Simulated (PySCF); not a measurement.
Ionisation energy of Eu by level of theory

Eu [Xe] 4f7 6s2 [4f5/2^6 4f7/2^1, M_J = 7/2] → Eu⁺ [Xe] 4f7 6s1 [4f5/2^6 4f7/2^1 6s1/2^1, M_J = 4], as a difference of total energies. All numbers are calculated (PySCF 2.14, the two-component X2C-1e Hamiltonian, in x2c-SVPall-2c). Correlated levels: [Ar] 3d10 frozen; the 16 highest virtual spinors dropped. "Screened" scales the spin-orbit matrix elements by Boettger's factors to mimic the two-electron term; Breit and QED terms are absent.

```json
{"method": "GHF (spin-free)", "ionisation energy (eV)": "4.605"}
{"method": "GMP2 (spin-free)", "ionisation energy (eV)": "5.433"}
{"method": "GHF (screened spin-orbit)", "ionisation energy (eV)": "4.606"}
{"method": "GMP2 (screened spin-orbit)", "ionisation energy (eV)": "5.435"}
```

Question: How much does correlation contribute at GMP2 (screened spin-orbit)?

Answer: 5.435 − (4.606) = 0.829 eV, measured against GHF (screened spin-orbit).

Errors of the correlated levels include the incompleteness of this basis and the frozen core.

The labels give the starting determinants; with spin-orbit coupling the two ends relaxed to ⟨J²⟩ = 15.76, ⟨L²⟩ = 0.10, ⟨S²⟩ = 15.71 and ⟨J²⟩ = 20.01, ⟨L²⟩ = 0.10, ⟨S²⟩ = 19.94.

MP2 underrates the near-degeneracy of ns² with np² in the lower species.

For comparison: 5.670 eV (measured; NIST Atomic Spectra Database, ionization energies).
